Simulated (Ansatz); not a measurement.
Input file for Ansatz (a program for electronic structure): R-SVWN5/def2-TZVPP on HCl (SMILES Cl).

Ansatz 0.2 input:
```yaml
crystal:
  periodic: [false, false, false]
  atoms:
    - {symbol: Cl, position_ang: [-0.00000000, -0.00000000, 0.64100645]}
    - {symbol: H, position_ang: [0.00000000, 0.00000000, -0.64100645]}
basis:
  gaussian:
    orbitals: def2-TZVPP
hamiltonian:
  xc: {name: SVWN5}
scf: {lower_state_search: off}
```

It printed:

```
WARN ansatz: RAYON_NUM_THREADS=4 ignored (pool sized by the plan → 4); use --threads N
Functional definition: SVWN5
these checks for a lower state are left out or cut short: stability, starts, cluster_reference, orbital_swaps, neighbouring_geometries, increment
integrals: 0.01 GiB planned
353 factors; their error is unknown
mean field: 0.13 GiB planned
mean field evaluation 1: about -12498.3810 eV, gradient 1.2e1 eV
mean field evaluation 2: about -12498.3342 eV, gradient 1.5e1 eV
mean field evaluation 4: about -12498.7380 eV, gradient 5.0e-1 eV
mean field evaluation 8: about -12498.7298 eV, gradient 6.8e-4 eV
mean field -12498.72977112 eV, -459.3198471452 hartree, gradient 8.8e-7 eV, S^2 0.000000; 0 other end points of the search recorded, 0 dependent functions left out
reference -12498.72979053 eV, -459.3198478588 hartree; 9, 9 occupied and 47, 47 virtual orbitals, 353 factors
Total energy: -12498.72979053 eV, -459.3198478588 hartree
Checks for a lower state left out: stability, starts, cluster_reference, orbital_swaps, neighbouring_geometries, increment
```

The run converged.

Cost: roughly 0.10 core-seconds.
